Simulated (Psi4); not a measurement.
Cl$_{4}$Te, triplet, at a GFN2-xTB geometry (a higher spin typed on purpose: for a closed-shell molecule this is an excited state) (all electrons, no relativity). Base run: R2SCAN/3-21G (Psi4).

Input for Psi4:
```
memory 2 GB

molecule mol {
0 3
Te   -0.000000    0.000000   -0.000000
Cl    1.505291   -1.911034   -0.165390
Cl    1.914610    1.501592    0.157462
Cl   -1.505101    1.917131   -0.067694
Cl   -1.914799   -1.507689    0.075622
}

set {
  basis 3-21g
  reference uks
  scf_type pk
}

energy('r2scan')
print_variables()
```

Each row names what was changed in the base input (with any setting that the change needs).

```
change                           ΔE vs base (mEh)  SCF cycles  grid points  basis functions
-------------------------------  ----------------  ----------  -----------  ---------------
base                                        0.000           7       103080               85
puream = false                              0.000           7       103080               85
damping_percentage = 20                     0.000          22       103080               85
scf_initial_accelerator = ediis             0.000           7       103080               85
ints_tolerance = 1e-8                      -0.001           7       103080               85
puream = true                               507.3           7       103080               83
diis_max_vecs = 15                          0.000           7       103080               85
guess = huckel                              0.000           8       103080               85
dft_pruning_scheme = robust                 0.000           7        76208               85
dft_radial_scheme = becke                   2.150           7        90459               85
guess = modhuckel                           0.000           8       103080               85
```

Open shells are given as the SCF converged; they aren't shown to be the lowest states, and a large step between rows can be another state.
